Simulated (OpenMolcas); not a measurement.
**Multiconfigurational calculation on Sn³⁺**

Input:

```
&GATEWAY
Coord
1

Sn 0.0 0.0 0.0
Basis=ANO-RCC-VDZ
Group=XYZ
NoMove
AngMom=0.0 0.0 0.0
AMFI
RX2C
&SEWARD
&RASSCF
FileOrb=start.orb
Symmetry=1
Spin=2
nActEl=1 0 0
Inactive=14 9
Ras2=1 3
CIRoot=1 1 1
SDav=1
CIMx=300
Iter=120 100
PrWF=0.3
OrbListing=Nothing
MaxOrb=0
Atom
>>> COPY $Project.JobIph JOB001
&RASSCF
FileOrb=start.orb
Symmetry=2
Spin=2
nActEl=1 0 0
Inactive=14 9
Ras2=1 3
CIRoot=3 3 1
SDav=3
CIMx=300
Iter=120 100
PrWF=0.3
OrbListing=Nothing
MaxOrb=0
Atom
>>> COPY $Project.JobIph JOB002
&RASSI
NrOfJobIphs=2 1 3
1
1 2 3
IphNames
JOB001
JOB002
EJob
SpinOrbit
DIPRint=1.0
SOCoupling=1000.0
Subsets=2
MEES
Property=10
'ANGMOM' 1 'ANGMOM' 2 'ANGMOM' 3 'MLTPL  1' 1 'MLTPL  1' 2 'MLTPL  1' 3
'AMFI' 1 'AMFI' 2 'AMFI' 3 'MLTPL  2' 6
SOProperty=3
'ANGMOM' 1 'ANGMOM' 2 'ANGMOM' 3
```

Launched by
```bash
OMP_NUM_THREADS=1 MOLCAS_MEM=2252 MOLCAS_PROJECT=a pymolcas a.inp > a.log  # once for each step of the input, in one work folder
```

A driver script runs the steps one by one and writes start.orb anew before each from the orbitals found so far.

Output, cut to the results:

```
--- SEWARD ---
Basis set label: SN.ANO-RCC...6S5P2D.

      Electronic valence basis set:
      ------------------
      Associated Effective Charge  50.000000 au
      Associated Actual Charge     50.000000 au
      Nuclear Model: Point charge

      Shell  nPrim  nBasis  Cartesian Spherical Contaminant
         s      22       6        X
         p      19       5        X
         d      13       2                 X
RX2C
                  Relativistic X2C integrals
                  Atomic mean-field integrals
--- RASSCF ---
Wave function specifications:
      -----------------------------

      Number of closed shell electrons          46
      Number of electrons in active shells       1
      Max number of holes in RAS1 space          0
      Max nr of electrons in RAS3 space          0
      Number of inactive orbitals               23
      Number of active orbitals                  4
      Number of secondary orbitals               4
      Spin quantum number                      0.5
      State symmetry                             1
Orbital specifications:
      -----------------------

      Symmetry species                           1   2
                                                ag  au
      Frozen orbitals                            0   0
      Inactive orbitals                         14   9
      Active orbitals                            1   3
      RAS1 orbitals                              0   0
      RAS2 orbitals                              1   3
      RAS3 orbitals                              0   0
      Secondary orbitals                         1   3
      Deleted orbitals                           0   0
      Number of basis functions                 16  15
      Number of CSFs                             1
      Number of root(s) required                 1
      Iter CI   SX   CI       RASSCF       Energy    max ROT     max BLB   max BLB  Level Ln srch  Step   QN
          iter iter root      energy       change     param      element    value   shift minimum  type update
 Nr of preliminary CI iterations:   1
 ###############################################################################
 ###############################################################################
 ###                                                                         ###
 ###                                                                         ###
 ###    WARNING: Problems in orbital optimization.                           ###
 ###                                                                         ###
 ###                                                                         ###
 ###############################################################################
 ###############################################################################
  Warning: In symmetry  2, orbital p=  10 has diagonal density matrix element D(p,p) close to zero. D(p,p)=  0.000000E+00
  Warning: In symmetry  2, orbital p=  11 has diagonal density matrix element D(p,p) close to zero. D(p,p)=  0.000000E+00
        ...
  Warning: In symmetry  2, orbital p=  10 has diagonal density matrix element D(p,p) close to zero. D(p,p)=  0.000000E+00
  Warning: In symmetry  2, orbital p=  11 has diagonal density matrix element D(p,p) close to zero. D(p,p)=  0.000000E+00
  Warning: In symmetry  2, orbital p=  12 has diagonal density matrix element D(p,p) close to zero. D(p,p)=  0.000000E+00
        4   1    1    1  -171.89921822   -6.37E-12   0.00E+00   15  16 1 -2.65E-08   0.50   0.00    SX    NO
      Convergence after  4 iterations
        5   1    1    1  -171.89921822    1.18E-11   0.00E+00   15  16 1 -2.65E-08   0.50   0.00    SX    NO
      Natural orbitals and occupation numbers for root  1
      sym 1:   1.000000
      sym 2:   0.000000   0.000000   0.000000
::    RASSCF root number  1 Total energy:  -6171.89921822
--- RASSCF ---
Wave function specifications:
      -----------------------------

      Number of closed shell electrons          46
      Number of electrons in active shells       1
      Max number of holes in RAS1 space          0
      Max nr of electrons in RAS3 space          0
      Number of inactive orbitals               23
      Number of active orbitals                  4
      Number of secondary orbitals               4
      Spin quantum number                      0.5
      State symmetry                             2
Orbital specifications:
      -----------------------

...
--- RASSI ---
SPIN-FREE ENERGIES:
  (Shifted by EMIN (a.u.) =      -6171.8992182211)

 SF State       Relative EMIN(au)   Rel lowest level(eV)    D:o, cm**(-1)      L_eff

     1             0.0000000000        0.0000000000              0.0000         0.0
     2             0.3291659367        8.9570614420          72243.5726         1.0
     3             0.3291659367        8.9570614420          72243.5726         1.0
     4             0.3291659367        8.9570614420          72243.5726         1.0
     Dipole printing threshold changed to   1.00000000E+00

++ Dipole transition strengths (spin-free states):
   -----------------------------------------------
     for osc. strength at least  1.00000000E+00

  ( Max oscillator strength is only   0.38494669280615607      )
--
Eigenvalues of complex Hamiltonian:
   -----------------------------------
  (Shifted by EMIN (a.u.) =      -6171.8992182211)

 SO State       Relative EMIN(au)   Rel lowest level(eV)    D:o, cm**(-1)     J-value

     1             0.0000000000        0.0000000000              0.0000         0.4
     2             0.0000000000        0.0000000000              0.0000         0.4
     3             0.3100660437        8.4373268771          68051.6306         0.4
     4             0.3100660437        8.4373268771          68051.6306         0.4
     5             0.3387158832        9.2169287245          74339.5436         1.4
     6             0.3387158832        9.2169287245          74339.5436         1.4
     7             0.3387158832        9.2169287245          74339.5436         0.8
     8             0.3387158832        9.2169287245          74339.5436         0.8
Weights of the five most important spin-orbit-free states for each spin-orbit state.

 SO State  Total energy (au)           Spin-free states, spin, and weights
 -------------------------------------------------------------------------------------------------------
...
```

The J values that RASSI prints are effective ones from its own formula and need not be integers or half-integers; the table below assigns J from the states.

Levels above the lowest, from the spin-orbit matrix, grouped by J:

| Configuration | Term | J | E (cm-1) | Measured (cm-1) | g | Term weight % |
| --- | --- | --- | --- | --- | --- | --- |
| 5s | 2S | 1/2 | 0.0 | 0.0 | 2.002 | 100 |
| 5p | 2P* | 1/2 | 68052 | 69564 | 0.666 | 100 |
| 5p | 2P* | 3/2 | 74340 | 76072 | 1.334 | 100 |

Against the 2 measured excited levels shown (Moore, Atomic Energy Levels, vol. III, NSRDS-NBS 35 (1971 reprint of NBS Circular 467, 1958)) the mean absolute deviation is 1600 cm-1; the largest miss in energy is 5p 2P* 3/2: computed 74340, measured 76072 cm-1 (-2.3 %).

With one active electron the reference holds no correlation, so core polarisation is missing. The basis is small and was not contracted for so high a charge. Measured partners are found by configuration, term and J. A level has none where our copy of the source lacks it or the pairing is in doubt (some pairs that miss far off the trend of their configuration count as doubtful), and it then counts in no deviation. Only configurations of the active space appear.

The RASSCF and RASSI steps took 6.5 s on 1 thread of Intel(R) Xeon(R) Platinum 8488C (Sapphire Rapids), with other jobs on the host; the integral step is not counted.

The term weight is that of the spin-free term in the level, not the purity of its configuration. * marks odd parity.
